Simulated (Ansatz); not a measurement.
The same molecule with X = C, Si, Ge. Ansatz, PBE0-D4/def2-TZVP geometries, multiplicity 1.

Scalar relativity is left out up to krypton.

```
 X          molecule  mean X–H bond length / Å  mean X–O bond length / Å  HOMO energy (PBE0/def2-TZVPP) / eV  HOMO–LUMO gap (PBE/def2-TZVPP) / eV  LUMO energy (PBE/def2-TZVPP) / eV
 C       `C[O][ZnH]`                     1.098                     1.396                               -7.29                                 4.67                              -1.16
Ge  `[ZnH][O][GeH3]`                     1.543                     1.758                               -7.96                                 5.20                              -1.34
```

Question: Give the row for X = Si, `[SiH3][O][ZnH]`. (Estimate.)

Answer: The calculation gave: 
```json
{"X": "Si", "molecule": "`[SiH3][O][ZnH]`", "mean X–H bond length / Å": "1.491", "mean X–O bond length / Å": "1.617", "HOMO energy (PBE0/def2-TZVPP) / eV": "-8.20", "HOMO–LUMO gap (PBE/def2-TZVPP) / eV": "5.43", "LUMO energy (PBE/def2-TZVPP) / eV": "-1.38"}
```

From C to Ge the mean X–H bond length rises at each step, by 0.445 Å in all; the mean X–O bond length rises at each step, by 0.362 Å in all; the HOMO energy (PBE0/def2-TZVPP) isn't monotonic: highest at C, lowest at Si; the HOMO–LUMO gap (PBE/def2-TZVPP) isn't monotonic: highest at Si, lowest at C; the LUMO energy (PBE/def2-TZVPP) isn't monotonic: highest at C, lowest at Si. Bonds lengthen as the atom grows down the group.
